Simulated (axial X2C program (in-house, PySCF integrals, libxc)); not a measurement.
SbP⁺ along the bond: HF, two-component

Calculated with an in-house all-electron X2C program for linear molecules (integrals from PySCF). Two-component (2c) means X2C with spin–orbit coupling and atomic mean-field two-electron Coulomb and Gaunt terms. Basis: Sb dyall-cv3z [11s12p8d4f1g], P dyall-v3z [8s7p2d1f] (cores contracted in-house); Gaussian nuclei, density fitting, unrestricted open shells. Masses: Sb 120.904 u, P 30.974 u.

State: Ω = 3/2 (⟨Sz⟩ = 0.51, ⟨Lz⟩ = 0.99 at HF). Dipoles are positive if P is the positive end and refer to the centre of mass.

Results along the bond:

```
R (Å)  μ (D)  HOMO (eV)  LUMO (eV)
2.005  0.699     -15.90      -8.01
2.098  0.701     -15.65      -7.83
2.167  0.672     -15.55      -7.73
2.236  0.616     -15.50      -7.64
2.305  0.541     -15.48      -7.57
2.386  0.450     -15.47      -7.51
2.466  0.375     -15.46      -7.46
2.570  0.335     -15.32      -7.40
2.697  0.394     -15.11      -7.32
2.881  0.424     -15.09      -7.21
```

The state is one determinant whose occupation by symmetry is held fixed; it was picked as the lowest of a PBE0 search that is not exhaustive.
